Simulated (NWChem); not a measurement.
Basis-set dependence for CH$_{3}$S

```xyz
5

C     -1.0333     0.4702     0.0648
S      0.4980    -0.3116    -0.0286
H     -1.9111    -0.1758     0.0377
H     -1.1325     1.5520    -0.0184
H      1.2765     0.7886     0.0496
```
Charge 0, spin multiplicity 2.

Everything below was run with NWChem. The geometry was optimised at UPBE0/def2-SVP, a minimum by its harmonic frequencies. It is one conformer; others weren't searched.

Hartree-Fock energies in Ha, correlation energies in mHa.

The correlated methods keep 6 core orbitals frozen. The structure started from a generated list of species. No SCF solution was tested for a lower state. Open-shell Hartree-Fock references start from PBE0 orbitals. Coupled-cluster values serve here as a point of comparison, not as the truth.

| basis | functions | UHF | UMP2 | SCS-UMP2 | CCSD on ROHF | CCSD[T] on ROHF | CCSD(T) on ROHF | CCSD on UHF | CCSD[T] on UHF | CCSD(T) on UHF |
|---|---|---|---|---|---|---|---|---|---|---|
| 3-21G | 28 | -434.88969 | -131.2 | -135.0 | -160.9 | -164.4 | -164.0 | -157.3 | -160.5 | -160.1 |
| def2-SVP | 47 | -436.93881 | -253.7 | -254.0 | -293.5 | -302.0 | -301.6 | -288.3 | -296.6 | -296.2 |
| def2-TZVP | 86 | -437.12362 | -316.8 | -317.7 | -359.4 | -374.8 | -374.3 | not run | not run | not run |

From def2-SVP to def2-TZVP the Hartree-Fock energy moves by -184.8 mHa and the UMP2 correlation energy by -63.1 mHa, which is 20 % of its value in the larger set.
